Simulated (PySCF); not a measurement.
Sn(CF3)(H)3 (CH3F3Sn), SMILES [C](F)([SnH3])(F)F.

Geometry optimised at B3LYP-D3(BJ)/def2-SVP. The structure was generated by enumeration; whether it is a known compound was not checked. The def2 effective core potentials stand for the cores of Sn; spin–orbit coupling is left out.

Two levels are set side by side: TDA-PBE/def2-SVPD (PySCF) and TDA-B3LYP/def2-SVPD (PySCF). Vertical, same geometry. The lowest singlet is HOMO→LUMO+1 67 %, HOMO→LUMO 32 % with PBE and HOMO→LUMO+1 63 %, HOMO→LUMO 36 % with the other functional; states are paired by order. Differences are taken from unrounded values.

```tsv
quantity	TDA-B3LYP	TDA-PBE	TDA-PBE minus TDA-B3LYP
lowest singlet excitation (eV)	7.37	6.66	-0.71
lowest triplet excitation (TDA) (eV)	6.32	5.99	-0.32
first bright state (f over 0.05) (eV)	8.00	7.43	-0.57
its oscillator strength	0.43	0.37	-0.06
```

Functionals without exact exchange tend to place singlet excitations lower, as here. Differences between two approximate levels are no errors against the true value.

Rough cost on one machine, each run with all the roots and properties that it gave: TDA-B3LYP against TDA-PBE within a factor of 2.
